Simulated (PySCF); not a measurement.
## Atomic charges by several schemes

Compound: C5H16O2Si2.
Geometry (GFN2-xTB, Å), atoms numbered from 1 in this order:
```
atom  x, y, z in Å
C1    -2.5387   -0.9714    0.2617
C2    -1.2872   -0.6447    1.0681
C3    -0.0336   -0.3879    0.2112
C4     0.2662   -1.5953   -0.6814
C5     1.1537   -0.0864    1.1322
Si6    2.7784    0.3825    0.2366
O7     2.5165    0.9342   -1.2641
O8    -0.2558    0.7135   -0.6518
Si9   -0.7461    2.2329   -0.4052
H10   -2.4685   -1.9577   -0.1896
H11   -3.4120   -0.9574    0.9102
H12   -2.6844   -0.2366   -0.5265
H13   -1.0701   -1.4619    1.7590
H14   -1.4695    0.2541    1.6626
H15   -0.5186   -1.7106   -1.4241
H16    1.2103   -1.4575   -1.2006
H17    0.3264   -2.4980   -0.0797
H18    0.8585    0.7290    1.7950
H19    1.3187   -0.9544    1.7691
H20    3.6203   -0.8078    0.0943
H21    3.4476    1.4309    1.0086
H22    1.6121    1.0727   -1.5486
H23   -2.0980    2.3232    0.1556
H24   -0.6895    2.6992   -1.7855
H25    0.1523    2.9797    0.4807
```

Density: PBE0/pcSseg-1 (PySCF); schemes: Mulliken, IAO, Hirshfeld and ESP-fitted. Geometry: GFN2-xTB, one conformer, isolated molecule.

Task: Atoms with like bonding are taken together and averaged. Do the Mulliken, IAO, Hirshfeld and ESP-fitted schemes agree on where the charge is highest?

Result: All schemes agree: Mulliken Si6 (+0.878); IAO Si6 (+1.009); Hirshfeld Si6 (+0.393); ESP-fitted Si6 (+0.868).

Task: At which atom do the 4 schemes differ most?

Result: At C3: from -0.182 (Mulliken) to +0.653 e (ESP-fitted), 0.835 e apart.

Task: For which atoms does the sign change between the 4 schemes (beyond +0.03 e in one, beyond −0.03 e in another)?

Result: C2 and C3. Atomic charges aren't observables, and each scheme defines them in its own way.

Task: Tabulate the Mulliken, IAO, Hirshfeld and ESP-fitted charges.

Result: In e; atoms taken as equivalent share a row and are averaged (×n: the atom named and its like, n in all):

```json
{"atom": "C1", "environment": "methyl carbon", "Mulliken": "-0.249", "IAO": "-0.418", "Hirshfeld": "-0.119", "ESP-fitted": "-0.335"}
{"atom": "C2", "environment": "chain CH2 carbon", "Mulliken": "-0.199", "IAO": "-0.259", "Hirshfeld": "-0.072", "ESP-fitted": "+0.092"}
{"atom": "C3", "environment": "sp3 carbon bound to oxygen", "Mulliken": "-0.182", "IAO": "+0.245", "Hirshfeld": "+0.100", "ESP-fitted": "+0.653"}
{"atom": "C4", "environment": "methyl carbon", "Mulliken": "-0.153", "IAO": "-0.422", "Hirshfeld": "-0.125", "ESP-fitted": "-0.571"}
{"atom": "C5", "environment": "sp3 carbon bound to silicon", "Mulliken": "-0.446", "IAO": "-0.577", "Hirshfeld": "-0.172", "ESP-fitted": "-0.860"}
{"atom": "Si6", "environment": "oxygen-bound silicon", "Mulliken": "+0.878", "IAO": "+1.009", "Hirshfeld": "+0.393", "ESP-fitted": "+0.868"}
{"atom": "O7", "environment": "silanol oxygen", "Mulliken": "-0.569", "IAO": "-0.801", "Hirshfeld": "-0.313", "ESP-fitted": "-0.714"}
{"atom": "O8", "environment": "silyl ether oxygen", "Mulliken": "-0.657", "IAO": "-0.650", "Hirshfeld": "-0.192", "ESP-fitted": "-0.491"}
{"atom": "Si9", "environment": "oxygen-bound silicon", "Mulliken": "+0.642", "IAO": "+0.840", "Hirshfeld": "+0.377", "ESP-fitted": "+0.502"}
{"atom": "H10/H11/H12", "environment": "methyl hydrogen", "Mulliken": "+0.118", "IAO": "+0.141", "Hirshfeld": "+0.040", "ESP-fitted": "+0.085"}
{"atom": "H13", "environment": "methylene hydrogen", "Mulliken": "+0.119", "IAO": "+0.136", "Hirshfeld": "+0.042", "ESP-fitted": "0.000"}
{"atom": "H14", "environment": "methylene hydrogen", "Mulliken": "+0.117", "IAO": "+0.126", "Hirshfeld": "+0.033", "ESP-fitted": "-0.008"}
{"atom": "H15/H16/H17", "environment": "methyl hydrogen", "Mulliken": "+0.121", "IAO": "+0.145", "Hirshfeld": "+0.043", "ESP-fitted": "+0.149"}
{"atom": "H18", "environment": "methylene hydrogen", "Mulliken": "+0.135", "IAO": "+0.140", "Hirshfeld": "+0.033", "ESP-fitted": "+0.185"}
{"atom": "H19", "environment": "methylene hydrogen", "Mulliken": "+0.137", "IAO": "+0.151", "Hirshfeld": "+0.043", "ESP-fitted": "+0.198"}
{"atom": "H20", "environment": "Si–H hydrogen", "Mulliken": "-0.127", "IAO": "-0.159", "Hirshfeld": "-0.090", "ESP-fitted": "-0.171"}
{"atom": "H21", "environment": "Si–H hydrogen", "Mulliken": "-0.130", "IAO": "-0.155", "Hirshfeld": "-0.090", "ESP-fitted": "-0.170"}
{"atom": "H22", "environment": "hydroxyl hydrogen", "Mulliken": "+0.266", "IAO": "+0.359", "Hirshfeld": "+0.139", "ESP-fitted": "+0.419"}
{"atom": "H23/H24/H25", "environment": "Si–H hydrogen", "Mulliken": "-0.100", "IAO": "-0.141", "Hirshfeld": "-0.078", "ESP-fitted": "-0.099"}
```

Mean size of the charges over all atoms: IAO 0.309 e, ESP-fitted 0.289 e, Mulliken 0.241 e, Hirshfeld 0.113 e. Each set sums to the total charge, 0, to within 0.001 e. The Hirshfeld scheme divides the density at each point in proportion to the densities of the neutral, spherically averaged free atoms.

Task: Sum the charges by element.

Result: 
```json
{"element": "C", "atoms": "5", "Mulliken": "-1.229", "IAO": "-1.432", "Hirshfeld": "-0.389", "ESP-fitted": "-1.021"}
{"element": "Si", "atoms": "2", "Mulliken": "+1.521", "IAO": "+1.848", "Hirshfeld": "+0.769", "ESP-fitted": "+1.369"}
{"element": "O", "atoms": "2", "Mulliken": "-1.227", "IAO": "-1.451", "Hirshfeld": "-0.505", "ESP-fitted": "-1.205"}
{"element": "H", "atoms": "16", "Mulliken": "+0.935", "IAO": "+1.034", "Hirshfeld": "+0.124", "ESP-fitted": "+0.856"}
```

Task: How many electrons does the Hirshfeld scheme count on Si6?

Result: Z − q = 14 − (+0.393) = 13.607.

These values come from a run that also computed NMR shieldings. The run took 1.9 min of wall time on an Arm Neoverse N1 with one thread, no GPU, shared host, and the process peaked at 1.1 GiB of memory.
